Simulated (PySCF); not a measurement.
H4O3Sn, SMILES [OH][SnH]([OH])[OH]. The structure is a stationary point at PBE0-D3(BJ)/def2-SVP. The def2 effective core potentials stand for the cores of Sn; spin–orbit coupling is left out. Other conformers were not sampled.

Computed equilibrium geometry at PBE0-D3(BJ)/def2-SVP (PySCF confirms it by a frequency run) as Cartesian coordinates in Å, and its point group (one conformer of several):
point group C3.
```xyz
8

Sn     0.0000     0.0000     0.2606
O     -1.6968     0.6855    -0.4856
O      0.2547    -1.8123    -0.4856
O      1.4421     1.1268    -0.4856
H      0.0000     0.0000     1.9583
H     -1.5265     1.4011    -1.1107
H     -0.4501    -2.0225    -1.1107
H      1.9766     0.6215    -1.1107
```
Charge 0, spin multiplicity 1.
